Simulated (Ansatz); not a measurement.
Relaxation of GeH₄O₃ (8 atoms, charge 0, multiplicity 1), to a largest force component of 0.02 eV/Å in at most 40 steps.

Computed with RKS CAM-B3LYP/def2-SVP in Ansatz 0.2.0.

```xyz
8
Properties=species:S:1:pos:R:3
Ge 0.000 0.000 0.000
O 0.000 0.000 1.770
H -0.909 -0.281 2.107
O 1.669 0.000 -0.589
H 1.986 -0.952 -0.706
H -0.730 1.265 -0.516
O -0.834 -1.444 -0.589
H -1.288 -1.910 0.183
```

Problem. Where does it end, and by what steps?

Solution. The forces met the threshold. After 18 steps the energy has fallen by 0.315 eV; H8 moved furthest, 0.76 Å.

```
step  energy less start (eV)  largest force component (eV/Å)  accepted
   0                  0.0000                           1.961       yes
   1                 -0.1736                           1.144       yes
   2                 -0.2165                           0.388       yes
   3                 -0.2446                           0.266       yes
   4                 -0.2540                           0.101       yes
   5                 -0.2602                           0.267       yes
   6                 -0.2604                           0.308       yes
   7                 -0.2600                           0.582        no
   8                 -0.2658                           0.048       yes
   9                 -0.2707                           0.106       yes
  10                 -0.2798                           0.286       yes
  11                 -0.2700                           0.793        no
  12                 -0.2910                           0.160       yes
  13                 -0.3021                           0.126       yes
  14                 -0.3004                           0.434        no
  15                 -0.3093                           0.063       yes
  16                 -0.3140                           0.053       yes
  17                 -0.3064                           0.395        no
  18                 -0.3149                           0.009       yes
```

```xyz
8
Properties=species:S:1:pos:R:3
Ge -0.153 -0.033 -0.039
O 0.185 -0.021 1.696
H -0.599 -0.061 2.257
O 1.407 -0.439 -0.739
H 2.073 -0.604 -0.059
H -0.714 1.277 -0.575
O -1.338 -1.275 -0.429
H -0.968 -2.166 -0.454
```

Whether the end is a true minimum wasn't checked by a vibrational analysis.

Run time: 53 s on 2 threads of Arm Neoverse V1, on a shared host, peak memory 0.23 GiB.
